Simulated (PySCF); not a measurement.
O₂Ti (SMILES [O]=[Ti]=[O]), singlet, at a GFN2-xTB geometry (such geometries of metal compounds can be far from the true shape). Base run: TPSS/cc-pVDZ (PySCF).

PySCF was given this input:
```python
from pyscf import gto, scf, dft

mol = gto.M(
    atom='''
Ti    0.238994    0.045731    0.286556
O     0.695269    0.116723   -1.276621
O    -1.352503   -0.242482    0.488593
''',
    basis='cc-pvdz',
    charge=0,
    spin=0,
    verbose=4,
)

mf = dft.RKS(mol)
mf.xc = 'tpss'
mf.kernel()
```

Variants of this job, named by their change:

```json
[
 {"change": "base", "E (Eh)": "-1000.06709", "HOMO (eV)": "-5.76", "HOMO-LUMO gap (eV)": "2.46", "dipole (D)": "6.24", "core-seconds (rough)": "10"},
 {"change": "functional = pbe; dispersion = d4", "E (Eh)": "-999.64685", "HOMO (eV)": "-5.71", "HOMO-LUMO gap (eV)": "2.21", "dipole (D)": "6.09", "core-seconds (rough)": "10"},
 {"change": "functional = camb3lyp", "E (Eh)": "-999.95993", "HOMO (eV)": "-8.71", "HOMO-LUMO gap (eV)": "6.49", "dipole (D)": "6.59", "core-seconds (rough)": "40"},
 {"change": "functional = b97-1", "E (Eh)": "-999.86428", "HOMO (eV)": "-6.96", "HOMO-LUMO gap (eV)": "4.06", "dipole (D)": "6.48", "core-seconds (rough)": "9"},
 {"change": "functional = wb97x", "E (Eh)": "-999.92847", "HOMO (eV)": "-9.64", "HOMO-LUMO gap (eV)": "8.82", "dipole (D)": "6.72", "core-seconds (rough)": "50"},
 {"change": "functional = b3lyp", "E (Eh)": "-1000.00143", "HOMO (eV)": "-7.03", "HOMO-LUMO gap (eV)": "3.82", "dipole (D)": "6.42", "core-seconds (rough)": "9"},
 {"change": "functional = m06l", "E (Eh)": "-999.96150", "HOMO (eV)": "-5.75", "HOMO-LUMO gap (eV)": "3.18", "dipole (D)": "6.61", "core-seconds (rough)": "10"},
 {"change": "functional = r2scan", "E (Eh)": "-999.90207", "HOMO (eV)": "-5.99", "HOMO-LUMO gap (eV)": "2.93", "dipole (D)": "6.43", "core-seconds (rough)": "10"},
 {"change": "functional = m06", "E (Eh)": "-999.87794", "HOMO (eV)": "-7.29", "HOMO-LUMO gap (eV)": "4.32", "dipole (D)": "6.70", "core-seconds (rough)": "10"},
 {"change": "functional = lc_wpbe", "E (Eh)": "-999.69823", "HOMO (eV)": "-9.95", "HOMO-LUMO gap (eV)": "8.94", "dipole (D)": "6.72", "core-seconds (rough)": "40"},
 {"change": "functional = hf", "E (Eh)": "-998.13094", "HOMO (eV)": "-11.22", "HOMO-LUMO gap (eV)": "10.04", "dipole (D)": "7.80", "core-seconds (rough)": "4"},
 {"change": "functional = x3lyp", "E (Eh)": "-999.88518", "HOMO (eV)": "-7.11", "HOMO-LUMO gap (eV)": "3.87", "dipole (D)": "6.44", "core-seconds (rough)": "9"},
 {"change": "functional = scan", "E (Eh)": "-1000.03034", "HOMO (eV)": "-5.98", "HOMO-LUMO gap (eV)": "2.88", "dipole (D)": "6.43", "core-seconds (rough)": "10"}
]
```

Absolute energies of different levels of theory aren't comparable as measures of quality.
